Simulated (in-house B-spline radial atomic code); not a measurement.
Values are calculated unless marked as measured or tabulated.
**Sb in an electron gas of r_s = 2: phase shifts, screening, friction and resistivity**

A nucleus sits in a uniform electron gas with a rigid positive background. The Kohn-Sham equations are solved self-consistently in the spin-unpolarised LDA (PW92), non-relativistic, on B-splines with outgoing waves at the boundary and partial waves to l = 8. The model has no lattice, no bands and no magnetic solution. Atomic units; δ_l are the phase shifts at the Fermi level, counted so that each bound state adds π, and good to about 0.0005.

The density parameter is r_s = 2 bohr, near that of the valence electrons of Si (4 per atom, density 2.33 g/cm³, mass 28.09 u, which gives r_s = 2.01).

```tsv
l	δ_l (rad)
0	13.1850
1	10.6230
2	6.7421
3	0.1550
4	0.0227
5	0.0043
6	0.0009
7	0.0003
8	0.0001
```

Bound levels below the band bottom (hartree): d -18.8, s -4.646, p -3.245, d -0.9028, s -0.1369 and deeper ones.

Q: Check the Friedel sum rule, and say where the screening charge sits.

A: k_F = (9π/4)^(1/3)/r_s = 0.95958. The rule is Z = (2/π) Σ (2l + 1) δ_l. The terms are s 8.394, p 20.288, d 21.461, f 0.691 and 0.172 beyond, in all 51.005 against Z = 51. Bound states hold 10 s, 18 p, 20 d electrons, so the scattering states carry 3.01 in all; where a term is smaller than its bound count, the bound level has drawn weight out of the band.

Q: Find the transport cross section and the electronic stopping of a 1 keV Sb ion (mass 121.76 u).

A: σ_tr = (4π/k_F²) Σ (l + 1) sin²(δ_l − δ_(l+1)). The terms for l = 0 to 3 are 0.3000, 0.9079, 0.2687, 0.0696, all together 1.5479, so σ_tr = 13.647 × 1.5479 = 21.125 bohr². With n = 3/(4π r_s³) = 0.02984, the friction coefficient is Q = n k_F σ_tr = 0.6049. For v well below v_F = 0.960, dE/dx = Q v; with 24801 eV per u at v = 1, v = √(1000/(24801 × 121.76)) = 0.0182, so dE/dx = 0.01101 hartree/bohr = 5.66 eV/nm. The largest term couples the p and d waves.

Q: What residual resistivity would 1 atomic per cent of such centres give in a metal of this density?

A: Δρ = k_F n_i σ_tr/n in atomic units of 21.74 μΩ·cm. With one host atom per 4 electrons, n_i/n = 0.01/4, so Δρ = 0.9596 × 0.00250 × 21.125 × 21.74 = 1.10 μΩ·cm. This is an atom added to the gas, as on an interstitial site.

Q: On a substitutional site the background of one host ion, a sphere holding 4 charges, is taken out. The phase shifts for l = 0 to 4 become 12.8209, 9.9887, 6.2400, -0.0095, -0.0073. What follows?

A: The Friedel sum is now 47.00, for Z − 4 = 47. The sum in σ_tr is 0.7472, so σ_tr = 10.20 bohr² and Δρ = 0.53 μΩ·cm per atomic per cent, 0.48 times the value above. A real host ion scatters too, so this model doesn't give zero even for the host's own atom.
